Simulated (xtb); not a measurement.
Input for xtb: GFN1-xTB on RuN, 2S+1 = 6, a spin state set in the input, which need not be the lowest, a point of a bond scan (R = 1.719 Å).

```
$ xtb mol.xyz --gfn 1 --sp --chrg 0 --uhf 5
2

Ru     0.00000000     0.00000000     0.00000000
N      0.00000000     0.00000000     1.71914300
```

Question: What total energy does the run end on?

Answer: -6.2491 hartree.
